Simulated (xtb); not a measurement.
Si(I)2(OH)2 (H₂I₂O₂Si), SMILES O[Si](O)(I)I. All values are semi-empirical tight-binding results from xtb (GFN2-xTB unless named), good for trends rather than for accurate numbers. The structure is a stationary point at GFN2-xTB. The values are those of a single conformer.

| Item | Value |
|---|---|
| point group as xtb finds it | C2 |
| orbital gap | 5.66 eV |
| zero-point energy | 18.3 kcal/mol |
| G − E(el) at 298.15 K (modified RRHO) | -3.8 kcal/mol |
| static polarisability (D4 model) | 105.4 bohr³ |
| solvation energy, GFN2-xTB/ALPB(water) | -11.8 kcal/mol |
| solvation energy, GFN2-xTB/ALPB(octanol) | -11.8 kcal/mol |
